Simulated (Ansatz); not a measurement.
`CO[Si](C#N)(C#N)C#N` and `N#C[SiH](C#N)C#N` differ in one atom or group.

Ansatz, PBE0-D4/def2-TZVP geometries, multiplicity 1. Each molecule was computed in one conformer, which needn't be the lowest.

```
                                        property  `CO[Si](C#N)(C#N)C#N`
size of the dipole moment (B3LYP/def2-TZVPP) / D                   4.15
           LUMO energy (ωB97M-V/def2-TZVPP) / eV                  -0.63
  size of the dipole moment (PBE/def2-TZVPP) / D                   4.08
         HOMO–LUMO gap (ωB97M-V/def2-TZVPP) / eV                  11.95
  zero-point energy (PBE0-D4/def2-TZVP) / kJ/mol                  181.4
             HOMO energy (B3LYP/def2-TZVPP) / eV                  -9.92
```

What does the change do to each property? (Estimate.)

Computed: 
| property | `N#C[SiH](C#N)C#N` | shift |
| --- | --- | --- |
| size of the dipole moment (B3LYP/def2-TZVPP) / D | 2.88 | -1.27 |
| LUMO energy (ωB97M-V/def2-TZVPP) / eV | -0.30 | 0.33 |
| size of the dipole moment (PBE/def2-TZVPP) / D | 2.78 | -1.30 |
| HOMO–LUMO gap (ωB97M-V/def2-TZVPP) / eV | 12.93 | 0.98 |
| zero-point energy (PBE0-D4/def2-TZVP) / kJ/mol | 90.6 | -90.8 |
| HOMO energy (B3LYP/def2-TZVPP) / eV | -10.66 | -0.74 |

With PBE0 the HOMO falls by 0.77 eV and the LUMO rises by 0.30 eV, so the gap widens by about 1.07 eV. PBE moves the HOMO by -0.91 eV and ωB97M-V by -0.64 eV. The zero-point energy changes by -90.8 kJ/mol with -12 modes. Dipoles are sizes alone; their direction can turn.

B3LYP here is the variant with VWN-RPA as its local correlation; programs differ in this.
